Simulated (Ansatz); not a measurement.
ClH3NNbOS (`[NH2][Nb]([OH])(=[S])[Cl]`) from Hartree–Fock to CCSD(T)

```xyz
8

N     0.146    0.252    1.460
Nb    0.135    0.201   -0.484
O    -0.429   -1.497   -1.055
S    -1.213    1.738   -1.105
Cl    2.255    0.601   -1.287
H     0.570   -0.476    2.021
H    -0.288    0.952    2.043
H    -1.175   -1.772   -1.592
```

The species carries charge 0 and has multiplicity 1. Correlated methods include outer-core shells of Nb, which these sets cover unevenly. Nb: def2 effective core potential. The geometry is a stationary point of PBE0-D4/def2-TZVP. It is one conformer, not always the lowest. Frozen core, restricted reference, Ansatz 0.2.0.

```json
{"basis": "def2-SVP", "HF (Eh)": "-1044.27189", "MP2 corr.": "?", "CCSD corr.": "-0.96707", "(T)": "-0.04503", "CCSD(T) total": "?"}
{"basis": "def2-TZVPP", "HF (Eh)": "-1044.74995", "MP2 corr.": "?", "CCSD corr.": "-1.29362", "(T)": "?", "CCSD(T) total": "?"}
{"basis": "def2-QZVPP", "HF (Eh)": "?", "MP2 corr.": "-1.41606", "CCSD corr.": "–", "(T)": "–", "CCSD(T) total": "–"}
```

(1) Fill in the withheld values. (Estimate.)

Results:

(1) The calculation gave: def2-SVP MP2 corr.: -0.96923; def2-SVP CCSD(T) total: -1045.28399; def2-TZVPP MP2 corr.: -1.30059; def2-TZVPP (T): -0.07347; def2-TZVPP CCSD(T) total: -1046.11704; def2-QZVPP HF (Eh): -1044.78429.
